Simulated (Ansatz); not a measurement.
Geometry optimisation, Ansatz 0.2.0, RKS LDA/def2-SVP.

Input:

```yaml
crystal:
  periodic: [false, false, false]
  atoms:
    - { symbol: Ga, position_ang: [-1.037938, 0.05659, -0.764256] }
    - { symbol: C, position_ang: [0.908045, -0.005631, -1.048161] }
    - { symbol: H, position_ang: [-2.095221, -0.752357, -1.579468] }
    - { symbol: H, position_ang: [-1.491887, 1.148082, 0.304515] }
    - { symbol: H, position_ang: [-0.184375, -0.928319, 2.137299] }
    - { symbol: F, position_ang: [-0.6829, -1.621556, 1.789646] }
    - { symbol: H, position_ang: [0.136993, 1.154345, 0.880474] }
    - { symbol: F, position_ang: [0.584827, 1.0465, 1.687743] }
    - { symbol: H, position_ang: [1.139197, 0.501971, -2.012311] }
    - { symbol: H, position_ang: [1.224266, -1.064573, -1.156925] }
    - { symbol: H, position_ang: [1.498994, 0.464848, -0.238556] }
basis:
  gaussian: { orbitals: def2-SVP }
hamiltonian:
  xc: lda
relax:
  f_tol: 0.03
  max_steps: 50
```

Command:

```bash
$ ansatz run input.yaml --threads 2 --pin off --max-ram 3072MiB --backend cpu --events-out ev --progress --plain --runs-dir out
```

Problem. Where does it end, and by what steps?

Solution. The run converged. After 27 steps the energy has fallen by 1.477 eV; H7 moved furthest, 0.86 Å. Parted: Ga1–H4, H5–F6, H7–F8. Joined: Ga1–F6, H4–H7, H5–F8.

```
step  energy less start (eV)  largest force component (eV/Å)  accepted
   0                  0.0000                           1.307       yes
   1                 -0.3174                           0.732       yes
   2                 -0.6231                           0.813       yes
   3                 -0.9484                           0.771       yes
   4                 -1.1107                           0.989       yes
   5                 -1.2304                           0.556       yes
   6                 -1.2646                           0.383       yes
   7                 -1.2885                           0.266       yes
   8                 -1.3091                           0.149       yes
   9                 -1.3228                           0.349       yes
  10                 -1.3436                           0.327       yes
  11                 -1.3800                           0.288       yes
  12                 -1.3729                           0.790        no
  13                 -1.4070                           0.175       yes
  14                 -1.4180                           0.252       yes
  15                 -1.4104                           0.537        no
  16                 -1.4283                           0.181       yes
  17                 -1.4336                           0.123       yes
  18                 -1.4418                           0.085       yes
  19                 -1.4530                           0.170       yes
  20                 -1.4605                           0.321       yes
  21                 -1.4683                           0.333       yes
  22                 -1.4741                           0.099       yes
  23                 -1.4739                           0.193        no
  24                 -1.4757                           0.045       yes
  25                 -1.4759                           0.053       yes
  26                 -1.4769                           0.043       yes
  27                 -1.4771                           0.012       yes
```

```xyz
11
Properties=species:S:1:pos:R:3
Ga -0.766 -0.456 -0.478
C 1.034 -0.159 -1.083
H -2.210 -0.610 -1.043
H -1.305 1.331 0.310
H 0.032 -0.291 1.825
F -0.697 -1.272 1.165
H -0.724 1.184 0.870
F 0.472 0.593 1.973
H 1.089 0.601 -1.888
H 1.469 -1.109 -1.455
H 1.606 0.186 -0.196
```

Whether the end is a true minimum wasn't checked by a vibrational analysis.

Run time: 40 s on 2 threads of Arm Neoverse V1, on a shared host, peak memory 0.15 GiB.
